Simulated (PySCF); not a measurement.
HfO3, SMILES [Hf]1([O][O]1)=[O], multiplicity 1. Geometry: PBE-D3(BJ)/def2-TZVP. The multiplicity is an assumed one; other spin states were not compared. The def2 effective core potentials stand for the cores of Hf; spin–orbit coupling is left out.

Computed equilibrium geometry at PBE-D3(BJ)/def2-TZVP (PySCF confirms it by a frequency run) as Cartesian coordinates in Å, and its point group:
point group Cs.
```xyz
4

Hf     0.2102    -0.1832     0.0000
O     -1.1069    -1.3896     0.0000
O     -0.3922     1.5192     0.7625
O     -0.3922     1.5192    -0.7625
```
